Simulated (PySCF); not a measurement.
Simulation results for ClGeH$_{4}$OSi, GeH$_{5}$O$_{2}$Si

All values are calculated (PySCF 2.14.0). Calculation on a computer-drawn molecule: the log of a Hartree-Fock and frozen-core CCSD(T) single point meant for a local Hartree-Fock minimum, with one planted fault or none, to be diagnosed. Offsets are logged minus clean, where the clean run is the same molecule without the fault. The reference is restricted for singlets and unrestricted otherwise, and also for a bond in bohr or an excited solution. Adding or removing an electron swaps singlet and doublet. The excited solution moves the top pair (singlet) or top alpha electron (doublet) to the lowest empty orbital. Highest occupied and lowest empty are orbital energies over both spins, largest force is the largest gradient component, triples share is (T) over the correlation energy, the T1 limit is 0.02 restricted and 0.045 unrestricted, electrons count all cores, a negative frequency is imaginary (commonest isotopes), and the dipole is about the centre of nuclear charge; on germanium a core potential holds 10 electrons, which the energies leave out, and 3d is frozen in MP2 and coupled-cluster steps.

Common to all runs: meant charge 0; meant multiplicity 2; meant basis cc-pV(D+d)Z; meant basis and core potential on germanium cc-pVDZ-PP ECP10MDF; logged SCF converged yes; logged CC converged yes; logged SCF stable within its kind yes; possible faults no fault, one electron removed, one electron added, multiplicity raised by two, geometry at a saddle point, SCF held on an excited solution, minimal basis STO-3G, one bond length entered in bohr, all coordinates scaled.

(1) ClGeH$_{4}$OSi

Logged structure:
```xyz
8
ClGeH4OSi
O     -0.8231     3.0898    -0.2067
Si    -0.2442     1.6488    -0.7847
Ge    -1.2315    -0.2431     0.3406
Cl    -0.4071    -2.0115    -0.6620
H     -1.7172     3.3376    -0.3896
H      1.2148     1.6683    -0.5508
H     -0.8823    -0.4108     1.8200
H     -2.7478    -0.3330     0.1620
```

- logged electrons: 74
- logged basis functions: 103
- logged spin squared: 0
- logged highest occupied: -16.124 eV
- logged lowest empty: -6.896 eV
- logged largest force: 0.066773 hartree/bohr
- logged T1 diagnostic: 0.0195
- logged D1 diagnostic: 0.078921
- logged triples share: 0.027654
- logged dipole magnitude: 6.9809 debye
- logged energy HF: -1118.76791 hartree
- logged energy CCSD(T): -1119.33113 hartree
- planted fault: one electron removed
- HF energy offset from clean run: 183.5 kcal/mol
- CCSD(T) energy offset from clean run: 180.2 kcal/mol

Drawn bonds:
```csv
atom,other atom,order
1,2,1
2,3,1
3,4,1
1,5,1
2,6,1
3,7,1
3,8,1
```

(2) ClGeH$_{4}$OSi

Structure as in entry 1.

- logged electrons: 75
- logged basis functions: 103
- logged spin squared: 0.7569
- logged highest occupied: -8.9189 eV
- logged lowest empty: 1.0155 eV
- logged largest force: 1.534e-05 hartree/bohr
- logged lowest frequency: 41.176 cm⁻¹
- logged T1 diagnostic: 0.014354
- logged D1 diagnostic: 0.060741
- logged triples share: 0.023783
- logged dipole magnitude: 3.0862 debye
- logged energy HF: -1119.06028 hartree
- logged energy CCSD(T): -1119.61832 hartree
- planted fault: no fault
- HF energy offset from clean run: 0 kcal/mol
- CCSD(T) energy offset from clean run: 0 kcal/mol

Drawn bonds:
```csv
atom,other atom,order
1,2,1
2,3,1
3,4,1
1,5,1
2,6,1
3,7,1
3,8,1
```

(3) GeH$_{5}$O$_{2}$Si

Logged structure:
```xyz
9
GeH5O2Si
O     -0.9974    -0.3578     1.9344
Si    -0.9688    -0.1804     0.2853
O     -0.5759     1.3985     0.0303
Ge    -3.1367    -0.5600    -0.7307
H     -1.0012    -1.2307     2.2981
H     -0.1154     1.8614     0.7165
H     -3.5760    -2.0057    -0.4512
H     -4.2143     0.3855    -0.1825
H     -3.0437    -0.3791    -2.2497
```

- logged electrons: 66
- logged basis functions: 99
- logged spin squared: 0
- logged highest occupied: -17.45 eV
- logged lowest empty: -6.079 eV
- logged largest force: 0.070408 hartree/bohr
- logged T1 diagnostic: 0.018879
- logged D1 diagnostic: 0.07457
- logged triples share: 0.02687
- logged dipole magnitude: 4.0752 debye
- logged energy HF: -734.74247 hartree
- logged energy CCSD(T): -735.35543 hartree
- planted fault: one electron removed
- HF energy offset from clean run: 164.2 kcal/mol
- CCSD(T) energy offset from clean run: 159.4 kcal/mol

Drawn bonds:
```csv
atom,other atom,order
1,2,1
2,3,1
2,4,1
1,5,1
3,6,1
4,7,1
4,8,1
4,9,1
```
